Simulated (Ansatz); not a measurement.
System: CH4BO, charge 0, doublet. CH4BO (SMILES [CH2]BO, doublet).
B3LYP-D3(BJ)/def2-TZVP minimum from Ansatz (a program for electronic structure):
```
B
O 1 1.3674
H 2 0.9619 1 113.47
H 1 1.1988 2 119.68 3 0.00
C 1 1.5284 4 122.30 2 -180.00
H 5 1.0838 1 122.82 4 0.00
H 5 1.0856 6 114.93 1 180.00
```
Charge 0, spin multiplicity 2.

Quantity: atomisation energy (electronic, to ground-state atoms), in kJ/mol. Radicals and triplets start from unrestricted determinants; spin-orbit coupling is neglected. CBS(X,Y): correlation extrapolated as X^-3, Hartree-Fock from the larger set. A bracket is a step between two methods taken in the basis named. Functionals run without relativity, which enters their misses. Double hybrids freeze cores in their MP2 part. 'core' is core correlation in cc-pwCVTZ, 'X2C' scalar relativity in cc-pVTZ-DK, both at CCSD(T). Where a partner has so few electrons that a lower coupled-cluster level is exact, that level stands in.

CCSD(T)/CBS(cc-pVTZ,cc-pVQZ) + [CCSDT(Q) - CCSD(T)]/cc-pVDZ + core + X2C (Ansatz) gives 2675.8 kJ/mol.

Task: How far off this value is PBE/def2-TZVPD (Ansatz), in which direction, and which of these levels come nearer: r2SCAN/def2-TZVPD, B3LYP/def2-TZVPD, wB97M-V/def2-TZVPD, B2PLYP/def2-TZVPD, CCSD(T)/CBS(cc-pVTZ,cc-pVQZ) + core + X2C?

Result: PBE gives 2719.7 kJ/mol, 43.9 kJ/mol above it. Differences of the others: r2SCAN/def2-TZVPD (Ansatz) 21.6; B3LYP/def2-TZVPD (Ansatz) -3.8; wB97M-V/def2-TZVPD (Ansatz) 4.6; B2PLYP/def2-TZVPD (Ansatz) -25.0; CCSD(T)/CBS(cc-pVTZ,cc-pVQZ) + core + X2C (Ansatz) -2.1 kJ/mol. Nearer than PBE: r2SCAN/def2-TZVPD, B3LYP/def2-TZVPD, wB97M-V/def2-TZVPD, B2PLYP/def2-TZVPD, CCSD(T)/CBS(cc-pVTZ,cc-pVQZ) + core + X2C.
